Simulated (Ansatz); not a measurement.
```xyz
10

O     0.969    0.590   -1.123
C    -0.030   -0.053   -0.412
S    -0.894   -1.324   -1.349
N    -0.983    0.771    0.308
Ge    0.182   -0.101    1.513
H     0.634    0.741   -2.017
H     0.198   -2.064   -1.610
H    -0.806    1.756    0.142
H    -0.539   -1.090    2.419
H     1.270    0.775    2.128
```

Charge 0, multiplicity 1.

Question: List the ωB97M-V/def2-TZVPP orbital energies in eV (Ansatz). (An estimate is asked.)

Answer: The calculation gave: Occupied: -10866.84, -2426.92, -1362.68, -1210.43, -1210.39, -1210.39, -526.72, -394.44, -284.67, -220.88, -174.49, -164.01, -163.92, -163.78, -123.77, -123.71, -123.69, -36.61, -36.55, -36.53, -36.47, -36.45, -32.38, -27.60, -23.69, -19.92, -18.25, -17.45, -15.38, -14.33, -13.73, -12.74, -12.12, -11.40, -10.78, -9.82, -8.33. Lowest empty: 1.24, 2.16, 2.53, 3.12, 3.29, 3.44, 4.10, 4.43.
